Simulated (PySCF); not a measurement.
Ionisation energy of Pd⁺ by level of theory

Pd⁺ [Kr] 4d9 (2D) → Pd²⁺ [Kr] 4d8 (3F), as a difference of total energies. Calculation: PySCF 2.14, in def2-SVP with the def2 core potential (28 electrons) (5s3p2d1f, 31 functions); scalar relativity through the core potential. Correlated levels: valence: 4s2 4p6 frozen. The calculations carry no spin-orbit coupling.

**Question.** Order these methods by the ionisation energy they give, lowest first.
A. MP2 (valence)
B. MN15
C. r2SCAN
D. SCS-MP2 (valence)

**Answer.** D (18.598 eV), A (18.695 eV), C (19.302 eV), B (20.140 eV).

The reference lies between the lowest fine-structure levels, while these numbers refer to the centres of the terms.

Errors of the correlated levels include the incompleteness of this basis and the frozen core.

For comparison: 19.43 ± 0.12 eV (semi-empirical (NIST evaluation); NIST Atomic Spectra Database, ionization energies).
